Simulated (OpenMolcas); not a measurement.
An atom or ion with 63 electrons was computed by MS-CASPT2, IPEA 0.25 Eh, imaginary shift 0.1 Eh with spin-orbit coupling (OpenMolcas, ANO-RCC-VQZP, DKH2). The lowest levels that the run gave, each within 12 % of the measured value where one is at hand:

```json
{"J": "15/2", "Parity": "odd", "E (cm⁻¹)": "0.0", "g": "1.327"}
{"J": "13/2", "Parity": "odd", "E (cm⁻¹)": "2960", "g": "1.278"}
{"J": "11/2", "Parity": "odd", "E (cm⁻¹)": "5020", "g": "1.206"}
{"J": "9/2", "Parity": "odd", "E (cm⁻¹)": "6640", "g": "1.074"}
{"J": "11/2", "Parity": "odd", "E (cm⁻¹)": "6780", "g": "1.445"}
{"J": "7/2", "Parity": "odd", "E (cm⁻¹)": "7910", "g": "0.834"}
{"J": "9/2", "Parity": "odd", "E (cm⁻¹)": "7950", "g": "1.422"}
{"J": "5/2", "Parity": "odd", "E (cm⁻¹)": "8870", "g": "0.304"}
{"J": "7/2", "Parity": "odd", "E (cm⁻¹)": "9570", "g": "1.386"}
{"J": "5/2", "Parity": "odd", "E (cm⁻¹)": "10760", "g": "1.308"}
{"J": "3/2", "Parity": "odd", "E (cm⁻¹)": "11450", "g": "1.069"}
{"J": "1/2", "Parity": "odd", "E (cm⁻¹)": "11880", "g": "-0.613"}
```

Task: Which ion is it, and what are the configurations and terms?

Result: Tb²⁺ (Z = 65, charge +2; active space 9 electrons in 7 orbitals (4f)). J, parity and g give the terms where levels are pure, and mixed ones are named by the computed weights; the size of the splittings, set against known spectra of the 63-electron sequence, gives the charge. In order, with the measured energies in cm⁻¹ (Martin, Zalubas and Hagan, Atomic Energy Levels: The Rare-Earth Elements, NSRDS-NBS 60 (1978)): 4f⁹ ⁶H°_15/2, 4f⁹ ⁶H°_13/2 (2805), 4f⁹ ⁶H°_11/2 (4735), 4f⁹ ⁶H°_9/2 (6258), 4f⁹ ⁶F°_11/2 (6470), 4f⁹ ⁶H°_7/2 (7422), 4f⁹ ⁶F°_9/2 (7622), 4f⁹ ⁶H°_5/2 (8286), 4f⁹ ⁶F°_7/2, 4f⁹ ⁶F°_5/2 (10220), 4f⁹ ⁶F°_3/2, 4f⁹ ⁶F°_1/2.

CASPT2 does not keep the components of a term degenerate, so their means are used; among the terms shown or strongly mixed into the levels shown the widest spread is 270 cm-1 (4f⁹ ⁶H°). Blocks of more than 70 roots (2S+1 = 4 odd, 2 odd) ran without multistate coupling. High states are left out of the spin-orbit mixing, which shifts the levels that they would mix with. Computed and measured levels are paired by configuration, term and J; levels that our copy of the source lacks, or whose pairing is in doubt (as where it misses far off the trend of its configuration), stay unpaired and out of the deviations. Only configurations of the active space appear.

° marks odd parity.
